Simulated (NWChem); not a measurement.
Species: C$_{2}$H$_{6}$NO cation; SMILES CC(N)=[OH+]

```xyz
10

C      0.1485    -1.4082     0.0012
C     -0.0052     0.0633     0.0005
N      1.0124     0.8740    -0.0003
O     -1.1714     0.6224     0.0000
H     -0.3511    -1.8262     0.8905
H      1.2000    -1.7176     0.0064
H     -0.3447    -1.8272    -0.8912
H      0.8675     1.8838    -0.0010
H      1.9659     0.5248    -0.0003
H     -1.9067    -0.0108     0.0008
```
Atoms are numbered in this order, from 1.

All runs: NWChem. Pople sets run with spherical d functions. Geometry: optimised at PBE0/def2-SVP. Atomic charges in e: unrestrained fits to the electrostatic potential beside Mulliken populations; buried atoms are poorly determined by the fit.

Problem. What does the run give for Hartree-Fock/6-31G*? Quantities: ESP C1; Mulliken C1; ESP C2; Mulliken C2; ESP N3; Mulliken N3; ESP O4; Mulliken O4; relative RMS misfit of the potential (%).

Solution. 
```json
{
  "ESP C1": "-0.42",
  "Mulliken C1": "-0.64",
  "ESP C2": "0.88",
  "Mulliken C2": "0.84",
  "ESP N3": "-0.81",
  "Mulliken N3": "-0.85",
  "ESP O4": "-0.54",
  "Mulliken O4": "-0.66",
  "relative RMS misfit of the potential (%)": "2"
}
```
